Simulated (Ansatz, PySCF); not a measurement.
CH₃BrOZn, SMILES [O](C)[Zn][Br]. Atoms are numbered in the order given.

```xyz
7

Zn     0.1383     0.4569     0.0000
Br    -0.0659    -1.7614     0.0000
O      0.4602     2.1961     0.0000
C     -0.4736     3.2256     0.0000
H     -1.1336     3.2258     0.8917
H      0.0560     4.1960     0.0000
H     -1.1336     3.2258    -0.8917
```
Charge 0, spin multiplicity 1.

Coordinates come from a PBE0-D3(BJ)/def2-SVP optimisation. The structure was generated by enumeration; whether it is a known compound was not checked. The values are those of a single conformer.

Two levels are set side by side: PBE-D3(BJ)/def2-SVP (Ansatz, a program for electronic structure) and PBE0-D3(BJ)/def2-SVP (Ansatz). Each level has its own optimised geometry; the coordinates shown are those of the second. Frequencies come from the Hessian of PySCF at each geometry. Differences are taken from unrounded values.

| quantity | PBE0-D3(BJ) |
|---|---|
| mean bond length (Å) | 1.452 |
| bond Zn1–Br2 (Å) | 2.228 |
| bond Zn1–O3 (Å) | 1.769 |
| bond O3–C4 (Å) | 1.390 |
| bond C4–H5 (Å) | 1.109 |
| bond C4–H6 (Å) | 1.105 |
| bond C4–H7 (Å) | 1.109 |
| highest harmonic wavenumber (cm⁻¹) | 3076 |
| mean harmonic wavenumber (cm⁻¹) | 1232 |
| zero-point energy (kcal/mol) | 26.41 |

Problem. What does PBE-D3(BJ) give, and how far is it from PBE0-D3(BJ)? (The exact figures need the calculation; the answer reports its results.)

Solution. 
| quantity | PBE-D3(BJ) | PBE-D3(BJ) minus PBE0-D3(BJ) |
|---|---|---|
| mean bond length (Å) | 1.463 | 0.011 |
| bond Zn1–Br2 (Å) | 2.237 | 0.010 |
| bond Zn1–O3 (Å) | 1.784 | 0.016 |
| bond O3–C4 (Å) | 1.406 | 0.016 |
| bond C4–H5 (Å) | 1.118 | 0.009 |
| bond C4–H6 (Å) | 1.114 | 0.009 |
| bond C4–H7 (Å) | 1.118 | 0.009 |
| highest harmonic wavenumber (cm⁻¹) | 2979 | -97 |
| mean harmonic wavenumber (cm⁻¹) | 1189 | -43 |
| zero-point energy (kcal/mol) | 25.49 | -0.93 |

Exact exchange shortens and stiffens bonds; PBE has none. Differences between two approximate levels are no errors against the true value.
